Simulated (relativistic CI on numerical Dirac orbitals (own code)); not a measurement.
## Radial parameters of B⁺

These numbers are calculated, not measured: Dirac-Coulomb-Breit CI, separate exchange-only KLI orbitals for each configuration, model QED, valence Slater integrals scaled by 0.85, P86 correlation energy added to each configuration (own radial code, finite nucleus).

Slater integrals F^k, G^k are unscaled and averaged over j, outside the closed core 1s2; ζ comes from projecting the Hamiltonian with its Breit term on Σ l·s of the shell.

- 2s.2p: G^1(2s,2p) = 69156, ζ(2p) = 14.571 cm⁻¹; <r>(2s) = 1.775, <r^2>(2s) = 3.72, <r>(2p) = 1.825, <r^2>(2p) = 4.098 (bohr units).
- 2p2: F^2(2p,2p) = 50551, ζ(2p) = 14.433 cm⁻¹; <r>(2p) = 1.842, <r^2>(2p) = 4.187 (bohr units).
- 2s.3s: G^0(2s,3s) = 3595.1 cm⁻¹; <r>(2s) = 1.672, <r^2>(2s) = 3.296, <r>(3s) = 4.836, <r^2>(3s) = 26.43 (bohr units).

In this model ζ of a weakly bound d, f or g electron outside closed shells comes out too small, for d by up to a factor of two or three and at times with the wrong sign; that of an outer p electron is too small as well.

For a near-neutral ion this model can misplace configurations by up to about 10,000 cm⁻¹ (more where the count of f electrons changes) and terms by 10 to 25 % of their spread. Rates follow the energies as ν³ (E1, M1) or ν⁵ (E2), so they and the lifetimes can be off by large factors. The fine structure of a lone outer electron comes out too small, for d and f at times inverted, and misplaced configurations move strength between like terms. 18 of the 18 excited levels that our extract of the measured tables holds in this range could be paired (the sources list more); they are missed by 832 cm⁻¹ on average and 4188 at most, and levels without a partner can miss by more.

Averages of the first 10 configurations, taken without configuration mixing, which lowers the lowest level and can move excited configurations by several eV; other configurations of the list can lie among them:

| Configuration | Parity | States | Average energy above the lowest level (eV) |
| --- | --- | --- | --- |
| 2s2 | even | 1 | 1.1 |
| 2s.2p | odd | 12 | 5.9 |
| 2p2 | even | 15 | 13.0 |
| 2s.3s | even | 4 | 16.4 |
| 2s.3p | odd | 12 | 18.0 |
| 2s.3d | even | 20 | 18.8 |
| 2p.3s | odd | 12 | 22.7 |
| 2p.3p | even | 36 | 24.1 |
| 2s.4s | even | 4 | 20.8 |
| 2s.4p | odd | 12 | 21.4 |
